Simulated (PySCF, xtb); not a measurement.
GeH₂S₂, SMILES [SH][Ge][SH] (connectivity only; charge and spin as stated), neutral, multiplicity 1.

GFN2-xTB run with xtb at its own geometry gives an orbital gap of 3.08 eV and a dipole moment of 4.72 D.

Coordinates come from a PBE0-D3(BJ)/def2-TZVP optimisation. One conformer was computed; it need not be the lowest.

Q: What does M06-2X/def2-TZVPD (PySCF) give? (The exact figures need the calculation; the answer reports its results.)

A: gap 6.64 eV (levels -8.15 and -1.51 eV), dipole 1.93 D.
